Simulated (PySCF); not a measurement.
# Tl²⁺ (thallium, charge +2): UHF calculation

Configuration: [Xe] 4f14 5d9 6s2, 2D determinant (an excited configuration). Calculation: PySCF 2.14, in x2c-QZVPPall (16s10p9d6f1g, 142 functions); the spin-free X2C one-electron Hamiltonian (Gaussian nucleus).

```
Total energy                                                  : -20242.573795 hartree
One-electron energy                                           : -27658.8001 hartree
Hartree (Coulomb) energy                                      : 7796.3691 hartree
Exchange energy                                               : -380.1428 hartree
⟨S²⟩                                                          : 0.7517
⟨L²⟩                                                          : 6.017
Sum of ⟨r⟩                                                    : 42.07 bohr
Sum of ⟨r²⟩                                                   : 46.61 bohr²
Traceless quadrupole moment −½Σ⟨3z² − r²⟩ along its main axis : -0.447 e·bohr²
Langevin diamagnetic susceptibility                           : -36.9 ×10⁻⁶ cm³/mol
```

```csv
shell,electrons,mean orbital energy (eV),spread (eV),"rms radius, mean of both spins (bohr)"
1s β,1,-86025.3,0,0.0184
1s α,1,-86025.3,0,0.0184
2s α,1,-15489.8,0,0.0743
2s β,1,-15489.6,0,0.0743
2p α,3,-13387.6,0.208,0.0684
2p β,3,-13387.4,0.031,0.0684
3s α,1,-3785.8,0,0.189
3s β,1,-3785.7,0,0.189
3p α,3,-3168.3,0.371,0.192
3p β,3,-3168.2,0.281,0.192
3d α,5,-2496.3,0.405,0.176
3d β,5,-2496.1,0.490,0.176
4s α,1,-901.05,0,0.416
4s β,1,-900.81,0,0.416
4p α,3,-694.21,0.766,0.443
4p β,3,-693.97,0.473,0.443
4d α,5,-440.78,0.949,0.471
4d β,5,-440.41,0.980,0.471
5s α,1,-175.73,0,0.938
5s β,1,-173.97,0,0.938
4f α,7,-161.30,0.842,0.509
4f β,7,-161.07,0.524,0.509
5p α,3,-116.37,1.756,1.07
5p β,3,-113.94,1.167,1.07
5d α,5,-44.537,2.080,1.42
5d β,4,-43.347,1.539,1.42
6s α,1,-29.639,0,2.43
6s β,1,-29.098,0,2.43
```

Spin-orbit coupling, absent here, splits the open shell strongly.

Densities and radii are taken from the X2C orbitals without a picture-change correction, which distorts them close to the nucleus.

Spin-orbit constants ζ (cm⁻¹) from the X2C one-electron operator on these orbitals: bare nucleus, nucleus screened by l(l+1)(2l+1)/3 electrons, and screened by the Breit-Pauli mean field of the electrons.

| shell | bare | screened nucleus | mean field |
| --- | --- | --- | --- |
| 2p | 10220000 | 9969000 | n/a |
| 3p | 2295000 | 2239000 | n/a |
| 3d | 355100 | 311300 | n/a |
| 4p | 553300 | 539700 | n/a |
| 4d | 76200 | 66790 | n/a |
| 4f | 15860 | 10370 | n/a |
| 5p | 93890 | 91570 | n/a |
| 5d | 8595 | 7534 | n/a |

To first order the Landé constant is A = -7534 cm⁻¹, so the lowest level has J = 5/2 and lies 0.934 eV below the centre of the term. First order in ζ underestimates the shift of the j = l − 1/2 level at high Z.
